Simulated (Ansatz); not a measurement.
Name a neutral molecule of C, Ga, O and H with HOMO–LUMO gap (ωB97M-V/def2-TZVPP) between 9.70 and 10.00 eV and size of the dipole moment (ωB97M-V/def2-TZVPP) between 2.00 and 2.30 D (Ansatz, PBE0-D4/def2-TZVP geometry).

`O[C]1=[CH][GaH]1` (9.71 eV, 2.01 D). Other molecules can fit too; these were computed, each in one conformer that needn't be the lowest.
